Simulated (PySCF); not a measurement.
Mg(Me) (CH3Mg), SMILES [CH3][Mg+], charge +1.

Geometry optimised at PBE0-D3(BJ)/def2-TZVP. The multiplicity is an assumed one; other spin states were not compared. The isomer is the one that the SMILES or the coordinates give; other isomers of the formula were not compared.

Method: TDA-PBE/def2-TZVPD (PySCF).

Vertical excitations; the highest root listed may be one member of a degenerate set. Isolated molecule, no solvent. State labels are in the subgroup Cs.

```json
[
 {"state": "S1", "symmetry": "A'", "energy (eV)": "5.02", "λ (nm)": "247", "f": "0.688", "main pairs": "HOMO→LUMO 90 %"},
 {"state": "S2", "symmetry": "A'", "energy (eV)": "5.67", "λ (nm)": "219", "f": "0.008", "main pairs": "HOMO−1→LUMO (degenerate set)"},
 {"state": "S3", "symmetry": "A\"", "energy (eV)": "5.67", "λ (nm)": "219", "f": "0.008", "main pairs": "HOMO−2→LUMO (degenerate set)"},
 {"state": "S4", "symmetry": "A\"", "energy (eV)": "6.17", "λ (nm)": "201", "f": "0.246", "main pairs": "HOMO→LUMO+1 (degenerate set)"},
 {"state": "S5", "symmetry": "A'", "energy (eV)": "6.17", "λ (nm)": "201", "f": "0.246", "main pairs": "HOMO→LUMO+2 (degenerate set)"},
 {"state": "S6", "symmetry": "A'", "energy (eV)": "7.63", "λ (nm)": "163", "f": "0.011", "main pairs": "HOMO→LUMO+3 97 %"},
 {"state": "S7", "symmetry": "A\"", "energy (eV)": "8.47", "λ (nm)": "146", "f": "0.000", "main pairs": "HOMO−1→LUMO+1 50 %, HOMO−2→LUMO+2 50 %"},
 {"state": "S8", "symmetry": "A'", "energy (eV)": "8.50", "λ (nm)": "146", "f": "0.001", "main pairs": "HOMO−1→LUMO+2, HOMO−2→LUMO+1 (degenerate set)"},
 {"state": "S9", "symmetry": "A\"", "energy (eV)": "8.50", "λ (nm)": "146", "f": "0.001", "main pairs": "HOMO−2→LUMO+2, HOMO−1→LUMO+1 (degenerate set)"},
 {"state": "S10", "symmetry": "A'", "energy (eV)": "8.75", "λ (nm)": "142", "f": "0.137", "main pairs": "HOMO−2→LUMO+1 40 %, HOMO−1→LUMO+2 40 %, HOMO→LUMO+4 17 %"},
 {"state": "T1", "symmetry": "A'", "energy (eV)": "2.22", "λ (nm)": "558", "f": "0", "main pairs": "HOMO→LUMO 100 %"},
 {"state": "T2", "symmetry": "A\"", "energy (eV)": "5.26", "λ (nm)": "235", "f": "0", "main pairs": "HOMO→LUMO+1, HOMO−2→LUMO (degenerate set)"},
 {"state": "T3", "symmetry": "A'", "energy (eV)": "5.26", "λ (nm)": "235", "f": "0", "main pairs": "HOMO→LUMO+2, HOMO−1→LUMO (degenerate set)"},
 {"state": "T4", "symmetry": "A'", "energy (eV)": "5.39", "λ (nm)": "230", "f": "0", "main pairs": "HOMO−1→LUMO 66 %, HOMO→LUMO+2 34 %"}
]
```
Triplets are in the Tamm–Dancoff approximation.
